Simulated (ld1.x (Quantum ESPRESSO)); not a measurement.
# Configuration tests for tin (TM)

Sn (Z = 50), norm-conserving Troullier–Martins (Kleinman–Bylander form), made with ld1.x (Quantum ESPRESSO) 7.5 (PBE, scalar-relativistic). Core [Kr], reference 4d10 5s2 5p2. Waves: 5s (bound): rc 1.60 bohr; 4d (bound): rc 1.45 bohr; 5p (bound): rc 2.65 bohr. Local part: the p channel. Core correction: a·sin(br)/r model core inside 1.05 bohr.

Energies are relative to the spin-unpolarised reference configuration 4d10 5s2 5p2; without spin polarisation the order of configurations can differ from experiment.

(1) Give the all-electron excitation energy and the error of the potential for: 4d10 5s2 5p1; 4d10 5s2 5p0; 4d10 5s1 5p0; 4d9 5s2 5p2; 4d10 5s2 5p1.5; 4d10 5s1 5p3; 4d10 5s0 5p0.

Answers

(1)

```
valence configuration  charge  ΔE all-electron (eV)  error AE − PS (meV)
         4d10 5s2 5p1      +1                 6.875                 -0.4
         4d10 5s2 5p0      +2                20.827                 -2.3
         4d10 5s1 5p0      +3                51.798                 -7.3
          4d9 5s2 5p2      +1                32.691                 -248
       4d10 5s2 5p1.5    +0.5                 2.616                 -0.4
         4d10 5s1 5p3       0                 6.978                 -2.0
         4d10 5s0 5p0      +4                92.924                 -100
```
